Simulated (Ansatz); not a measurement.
`BBO` + HBr → `BBBr` + H₂O  (ligand exchange at a B–O bond)

Gas-phase electronic energies from Ansatz, PBE0-D4/def2-TZVP geometries. CCSD(T)/CBS adds triple-zeta CCSD(T) − MP2 to the extrapolated MP2 energy (def2 sets, frozen cores). This one scheme is used for every species. Functionals use def2-TZVPP. For Br outer-core shells are correlated without core-valence functions, which leaves a few kJ/mol of doubt a bond. Scalar relativity is left out up to krypton. One conformer a species, not always the lowest.

`BBO`:

Z-matrix (Å, degrees):
```
B
B 1 1.671
H 1 1.200 2 122.0
H 1 1.200 2 122.0 3 -174.5
O 2 1.357 1 123.3 3 -92.7
H 2 1.214 1 118.1 3 87.3
H 5 0.960 2 113.4 1 -180.0
```

HBr:

Cartesian coordinates in Å:
```
Br 0.583 0.172 -0.368
H -0.583 -0.172 0.368
```

`BBBr`:

Z-matrix (Å, degrees):
```
B
B 1 1.645
H 1 1.198 2 121.5
H 1 1.198 2 121.5 3 176.7
Br 2 1.919 1 112.6 3 -88.4
H 2 1.192 1 131.3 3 91.6
```

H₂O:

```xyz
3

O     0.216    0.282   -0.159
H    -0.716    0.317    0.065
H     0.500   -0.599    0.094
```

```
species  PBE0-D4 energy (Eh)
  `BBO`           -127.21575
    HBr          -2574.45906
 `BBBr`          -2625.28078
    H₂O            -76.38097
```

Q: Work out ΔE.

A: ΔE = (-2625.28078) + (-76.38097) − (-127.21575) − (-2574.45906) = 0.01306 Eh = +34.3 kJ/mol. CCSD(T)/CBS gives +31.3 kJ/mol.

Q: What do rigid-rotor, harmonic-oscillator terms from PBE0-D4/def2-TZVP frequencies (298.15 K, 1 bar) make of the CCSD(T)/CBS value? (Best estimate.)

A: Computed: ΔZPE = +2.5 kJ/mol, ΔH = +35.3 kJ/mol, ΔS = 14 J/(mol·K), ΔG = +31.2 kJ/mol.

Largest T1 diagnostic among the species: 0.013.

Leaving LDA and LC-ωPBE aside and taking each functional with its dispersion term where it has one, the values, not all of them listed here, spread over 16.5 kJ/mol, from revPBE-D4 to CAM-B3LYP-D4. LDA lies +6.5 kJ/mol from PBE without D4. The D4 term adds −3.5 kJ/mol with B3LYP and −1.7 kJ/mol with PBE0; it sums over pairs of atoms, weighted by their polarisabilities, and B3LYP, whose exchange is more repulsive, gets the larger term.

B3LYP here is the variant with VWN-RPA as its local correlation; programs differ in this.
